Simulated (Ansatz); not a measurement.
Species: C$_{6}$H$_{11}$, net charge 0, doublet state. It need not be the lowest isomer of its formula. 
Coordinates optimised at B3LYP-D3(BJ)/def2-TZVP (Ansatz, a first-principles code):
```
C
H 1 1.0922
H 1 1.0967 2 106.74
C 1 1.5205 2 109.49 3 117.12
C 4 1.3091 1 121.02 2 8.36
H 5 1.0792 4 137.17 1 -0.48
C 4 1.5083 5 122.32 6 179.44
H 7 1.0882 4 111.26 5 -3.83
H 7 1.0926 8 108.31 4 -122.28
H 7 1.0939 8 108.70 9 -116.05
C 1 1.5326 2 109.15 3 -117.77
H 11 1.0927 1 109.80 2 178.07
H 11 1.0936 12 106.47 1 -117.63
C 11 1.5260 12 109.41 13 -118.75
H 14 1.0914 11 111.33 12 57.96
H 14 1.0926 15 107.77 11 -122.07
H 14 1.0927 15 107.76 16 -115.85
```
Charge 0, spin multiplicity 2.

Wanted: atomisation energy (electronic, to ground-state atoms), in eV. Valence correlation only, unless marked. UHF or UKS for open shells. Spin-orbit coupling is left out. No relativistic terms. The coupled-cluster limit lacks core correlation, which all-electron functionals hold. CBS(X,Y): correlation extrapolated as X^-3; Hartree-Fock from the larger set. The bracket is a focal-point correction in the basis named.

The UHF reference is spin-contaminated (<S^2> 0.17 over the pure value in the largest basis). 

```csv
level,program,atomisation energy (eV)
BLYP-D3(BJ)/def2-TZVPD,Ansatz + dftd3,70.33
BLYP-D4/def2-TZVPD,Ansatz + dftd4,70.33
r2SCAN/def2-TZVPD,Ansatz,70.78
B3LYP-D4/def2-TZVPD,Ansatz + dftd4,70.67
B3LYP/def2-TZVPD,Ansatz,70.14
PBE0/STO-3G,Ansatz,84.70
BHLYP-D4/def2-TZVPD,Ansatz + dftd4,[?]
r2SCANh/def2-TZVPD,Ansatz,70.51
r2SCAN0-D4/def2-TZVPD,Ansatz + dftd4,70.22
wB97X-V/def2-TZVPD,Ansatz,70.53
B2PLYP-D3(BJ)/def2-TZVPD,Ansatz + dftd3,69.99
RPA@PBE/cc-pVTZ,Ansatz,[?]
"RI-MP2/CBS(cc-pVTZ,cc-pVQZ)+[CCSD(T)-MP2]/cc-pVTZ",Ansatz,70.50
```

### Question
Complete the blanks.

### Answer

- BHLYP-D4/def2-TZVPD, atomisation energy (eV): 69.06
- RPA@PBE/cc-pVTZ, atomisation energy (eV): 66.09
